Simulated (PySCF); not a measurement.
Electron correlation in Se⁺ (selenium, charge +1)

[Ar] 3d10 4s2 4p3, high-spin 4S determinant. Calculation: PySCF 2.14, in Sapporo-DKH3-DZP-2012; the spin-free X2C one-electron Hamiltonian (Gaussian nucleus). Frozen: [Ar] 3d10; 5 electrons correlated.

MP2 pair energies summed by pair of shells (mhartree):

| pair | energy | share (%) |
| --- | --- | --- |
| 4s-4p | -38.32 | 65.5 |
| 4p-4p | -14.03 | 24.0 |
| 4s-4s | -6.18 | 10.6 |

Total MP2 correlation energy: -58.53 mhartree.

Same-spin part -15.92 and opposite-spin part -42.61 mhartree; SCS-MP2 scales them by 1/3 and 6/5 to -56.44 mhartree.

```
  level  correlation energy (mhartree)
   CCSD                         -73.17
    (T)                          -0.83
CCSD(T)                         -74.00
```

Diagnostics: T1 = 0.0013, D1 = 0.0029, largest double amplitude 0.058.

Cost of the coupled-cluster step: 0.36 s of wall time on 1 thread of Neoverse-V1 (shared host), for 5 correlated electrons.
